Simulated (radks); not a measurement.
Values are calculated unless marked as measured or tabulated.
Neutral tungsten inside a hard spherical wall (all orbitals vanish at R), configuration held at [Xe] 4f14 5d4 6s2 and not refilled when levels cross. Code: a radial shooting solver on a logarithmic mesh with Libxc functionals. Model: scalar-relativistic Kohn-Sham, r2SCAN, spin-unpolarised, spherical densities, finite nucleus; meta-GGA in the generalised Kohn-Sham scheme; Fermi nuclear charge, rms radius 5.3658 fm. Eigenvalues in eV, with the zero of energy where the potential of the charges vanishes at infinity; a dash marks a level that is unbound or too diffuse for the functional's potential to be trusted. A positive occupied level is held by the wall or, in an anion where self-interaction has pushed it up, behind a barrier. The pressure on the wall is -dE/dV.

| R (bohr) | E (hartree) | kinetic (hartree) | e(5p) | e(4f) | e(6s) | e(5d) | e(6p, empty) | e(7s, empty) | pressure (GPa) |
|---|---|---|---|---|---|---|---|---|---|
| free | -16141.7163 | 17780.719 | -44.529 | -33.731 | -5.894 | -4.499 | -1.152 | - | 0 |
| 20 | -16141.7163 | 17780.719 | -44.529 | -33.731 | -5.894 | -4.499 | -1.152 | - | < 0.0001 |
| 15 | -16141.7163 | 17780.719 | -44.529 | -33.731 | -5.894 | -4.499 | -1.147 | 0.759 | < 0.0001 |
| 8 | -16141.7123 | 17780.756 | -44.318 | -33.515 | -5.726 | -4.313 | -0.639 | 5.439 | 0.184 |
| 4 | -16141.0963 | 17783.542 | -36.961 | -25.482 | 3.664 | 2.645 | 14.117 | 51.805 | 123 |
| 3.5 | -16140.4694 | 17785.964 | -33.125 | -21.011 | 11.029 | 6.917 | 24.522 | 78.368 | 346 |
| 2.5 | -16135.3321 | 17805.088 | -14.912 | 0.471 | 59.223 | 30.395 | 85.887 | 214.83 | 4500 |
| 1.5 | -16078.9900 | 17989.083 | 103.52 | 102.28 | 396.73 | 181.76 | 460.28 | 921.81 | 184000 |
